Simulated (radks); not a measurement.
Values are calculated unless marked as measured or tabulated.
Task: Lu3+, configuration [Xe] 4f14. Level of theory: Dirac Kohn-Sham, XLYP, spin-unpolarised, spherical densities, finite nucleus; Fermi nuclear charge, rms radius 5.37 fm (a radial shooting solver on a logarithmic mesh with Libxc functionals). Some entries of the table are withheld. Estimate them.

| orbital | occ. | eigenvalue (hartree) | <r^2> (bohr^2) | <1/r> (bohr^-1) |
|---|---|---|---|---|
| 1s1/2 | 2 | -2321.868 | 0.0005122 | 82.19 |
| 2s1/2 | 2 | -395.8234 | 0.007861 | 19.88 |
| 2p1/2 | 2 | -377.9194 | 0.005640 | 19.86 |
| 2p3/2 | 4 | -336.8345 | 0.006849 | 16.96 |
| 3s1/2 | 2 | -90.44104 | 0.05159 | 7.291 |
| 3p1/2 | 2 | (1) | (2) | 7.209 |
| 3p3/2 | 4 | (3) | (4) | 6.463 |
| 3d3/2 | 4 | -60.24501 | 0.04235 | 6.353 |
| 3d5/2 | 6 | -58.33164 | 0.04420 | 6.174 |
| 4s1/2 | 2 | -18.77490 | 0.2582 | 3.054 |
| 4p1/2 | 2 | (5) | 0.2681 | 2.944 |
| 4p3/2 | 4 | (6) | 0.3052 | 2.683 |
| 4d3/2 | 4 | -8.22643 | (7) | 2.462 |
| 4d5/2 | 6 | -7.86249 | (8) | 2.398 |
| 5s1/2 | 2 | -3.21150 | (9) | 1.147 |
| 5p1/2 | 2 | -2.31051 | 1.920 | 1.016 |
| 5p3/2 | 4 | -2.05044 | 2.242 | 0.9271 |
| 4f5/2 | 6 | -1.35475 | 0.6606 | (10) |
| 4f7/2 | 8 | -1.29856 | 0.6907 | (11) |

Result: 
(1) 3p1/2 eigenvalue (hartree): -82.50513
(2) 3p1/2 <r^2> (bohr^2): 0.04752
(3) 3p3/2 eigenvalue (hartree): -73.74248
(4) 3p3/2 <r^2> (bohr^2): 0.05423
(5) 4p1/2 eigenvalue (hartree): -15.54163
(6) 4p3/2 eigenvalue (hartree): -13.54738
(7) 4d3/2 <r^2> (bohr^2): 0.3401
(8) 4d5/2 <r^2> (bohr^2): 0.3547
(9) 5s1/2 <r^2> (bohr^2): 1.532
(10) 4f5/2 <1/r> (bohr^-1): 1.849
(11) 4f7/2 <1/r> (bohr^-1): 1.818
